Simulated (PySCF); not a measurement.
In(H)(OH)(NH2) (H4InNO), SMILES [NH2][InH][OH]. Geometry optimised at PBE0-D3(BJ)/def2-SVP. The def2 effective core potentials stand for the cores of In; spin–orbit coupling is left out. One conformer was computed; it need not be the lowest.

### Question
Give the equilibrium geometry at PBE0-D3(BJ)/def2-SVP (PySCF confirms it by a frequency run) as a Z-matrix. (An estimate is asked for; the answer gives what the named calculation found.)

### Answer
This is not unique; one that fits is 
```
In
O 1 2.0042
H 2 0.9628 1 112.95
H 1 1.7121 2 123.47 3 0.10
N 1 2.0141 4 128.11 2 174.52
H 5 1.0138 1 121.52 4 24.72
H 5 1.0149 6 110.45 1 -145.63
```
